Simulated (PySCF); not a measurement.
What an electron can do to GeAs

PBE in PySCF with def2-TZVPPD on every atom, for the lowest determinant that a PBE0 search found; no spin–orbit coupling.

```json
{"species": "GeAs", "state (unpaired electrons)": "doublet (π ↑)", "Re (Å)": "2.272", "ωe (cm⁻¹)": "339", "energy of the minimum from the neutral (eV)": "0.00", "De (eV)": "3.43", "dissociates to": "Ge + As"}
{"species": "GeAs⁺", "state (unpaired electrons)": "triplet (π ↑↑)", "Re (Å)": "2.439", "ωe (cm⁻¹)": "272", "energy of the minimum from the neutral (eV)": "8.27", "De (eV)": "3.05", "dissociates to": "Ge⁺ + As"}
```

**Question.** Work out the lowest energy to break GeAs into atoms, from its vibrational ground state.

**Answer.** D0 = De − ωe/2 = 3.43 − 0.02 = 3.41 eV (PBE/def2-TZVPPD).

**Question.** Work out the ionisation energy of the Ge atom at this level and the threshold of dissociative ionisation.

**Answer.** IE(Ge) = 8.27 + 3.05 − 3.43 = 7.89 eV, so Ge⁺ + As + e⁻ appears at D0 + IE(Ge) = 11.30 eV (PBE/def2-TZVPPD). The measured IE(Ge) is 7.899 eV (NIST ASD).

These are thermodynamic thresholds; the onsets seen under electron impact lie higher where the geometry changes, and cross-sections peak well above them.

Spin–orbit coupling is left out. For an ion De counts to the pair picked by the measured ionisation energies or electron affinities, which need not be the lowest pair at this level. States were picked by a PBE0 search and need not be the measured ground states.
